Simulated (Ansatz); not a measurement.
Gas-phase electronic energies from Ansatz, PBE0-D4/def2-TZVP geometries. CCSD(T)/CBS is the MP2 limit (def2-TZVPP, def2-QZVPP) plus CCSD(T) − MP2 in def2-TZVPP, frozen cores. This one scheme is used for every species. Functionals use def2-TZVPP. B3LYP here is the variant with VWN-RPA as its local correlation; programs differ in this. Elements past krypton have def2 core potentials. For Sb outer-core shells are correlated without core-valence functions, which leaves a few kJ/mol of doubt a bond. Each species was taken in one conformer, which may not be the lowest.

Consider the hydrogenolysis of the Sb–O bond: `[CH3][SbH][OH]` + H₂ → `[CH3][SbH2]` + H₂O.

Task: Is it downhill or uphill in electronic energy at CCSD(T)/CBS, and by how much? (Best estimate.)

Result: The calculation gave: Downhill: ΔE = -3.0 kcal/mol.

Task: What do these levels give: LDA (SPW92), revPBE-D4, B3LYP-D4, PBE-QIDH, r2SCAN, r2SCANh, BHLYP, HF/def2-SVP, MP2/def2-SVP, MP2/def2-QZVPP, MP2/CBS(def2), CCSD/CBS(def2)? (An estimate is asked.)

Result: Computed: LDA (SPW92) -4.8, revPBE-D4 -1.7, B3LYP-D4 -2.7, PBE-QIDH -5.3, r2SCAN -2.2, r2SCANh -3.3, BHLYP -5.4, HF/def2-SVP -12.5, MP2/def2-SVP -7.0, MP2/def2-QZVPP -2.0, MP2/CBS(def2) -1.5, CCSD/CBS(def2) -4.1 kcal/mol.

Largest T1 diagnostic among the species: 0.013.

From BLYP to BHLYP (50 % exact exchange), in def2-TZVPP and without D4, ΔE moves by −3.5 kcal/mol. At CCSD(T), def2-SVP lies −5.6 kcal/mol from the extrapolated value and def2-TZVPP −1.8 kcal/mol. In def2-TZVPP, CCSD(T) changes the Hartree–Fock value by +2.8 kcal/mol (the triples alone add +1.1 kcal/mol) and MP2 by +4.2 kcal/mol.
